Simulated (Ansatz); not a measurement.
`CS[SiH2][SeH]` + `C[SiH2][Al]([F])[F]` → `C[SiH2][SiH2][SeH]` + `C[S][Al]([F])[F]`  (redistribution)

Calculated with Ansatz (gas phase, PBE0-D4/def2-TZVP geometries, no zero-point term in ΔE). CBS: MP2 limit from def2 TZ/QZ plus the TZ coupled-cluster correction, frozen cores. Functionals use def2-TZVPP. For Se outer-core shells are correlated without core-valence functions, which leaves a few kJ/mol of doubt a bond. Scalar relativity is left out up to krypton. Each species was taken in one conformer, which may not be the lowest.

```json
{"level": "ωB97X-V", "ΔE (kJ/mol)": "-35.0", "difference from CCSD(T)/CBS": "1.4"}
{"level": "ωB97M-V", "ΔE (kJ/mol)": "-35.4", "difference from CCSD(T)/CBS": "1.0"}
{"level": "B2PLYP", "ΔE (kJ/mol)": "-35.4", "difference from CCSD(T)/CBS": "1.0"}
{"level": "PBE", "ΔE (kJ/mol)": "-30.0", "difference from CCSD(T)/CBS": "6.4"}
{"level": "r2SCAN", "ΔE (kJ/mol)": "-38.7", "difference from CCSD(T)/CBS": "-2.3"}
{"level": "PBE0", "ΔE (kJ/mol)": "-33.2", "difference from CCSD(T)/CBS": "3.2"}
{"level": "MP2/def2-TZVPP", "ΔE (kJ/mol)": "-36.9", "difference from CCSD(T)/CBS": "-0.5"}
{"level": "SCS-MP2/def2-TZVPP", "ΔE (kJ/mol)": "-36.9", "difference from CCSD(T)/CBS": "-0.5"}
{"level": "CCSD/def2-TZVPP", "ΔE (kJ/mol)": "-38.1", "difference from CCSD(T)/CBS": "-1.7"}
{"level": "HF/def2-QZVPP", "ΔE (kJ/mol)": "-40.8", "difference from CCSD(T)/CBS": "-4.4"}
{"level": "CCSD(T)/CBS", "ΔE (kJ/mol)": "-36.4", "difference from CCSD(T)/CBS": "0"}
```

Largest T1 diagnostic among the species: 0.013.

From PBE to PBE0 (25 % exact exchange), in def2-TZVPP and without D4, ΔE moves by −3.3 kJ/mol. In def2-TZVPP, CCSD(T) changes the Hartree–Fock value by +3.6 kJ/mol (the triples alone add +0.7 kJ/mol) and MP2 by +4.2 kJ/mol.
